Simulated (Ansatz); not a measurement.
Harmonic frequencies (cm⁻¹) at PBE0-D4/def2-TZVP from Ansatz: 16, 43, 57, 161, 264, 317, 351, 404, 604, 709, 743, 776, 835, 872, 882, 900, 963, 981, 989, 1154, 2270, 2280, 2339, 3929.

Each molecule was computed in one conformer, which needn't be the lowest.

(1) Which molecule is it?
A. `O[Si](O)(F)[SiH2]F`
B. `O[Si@H](F)[Si@H](O)F`
C. `O[SiH](F)O[SiH2]F`
D. `O[SiH](O)O[SiH](F)F`

Answers

(1) C.
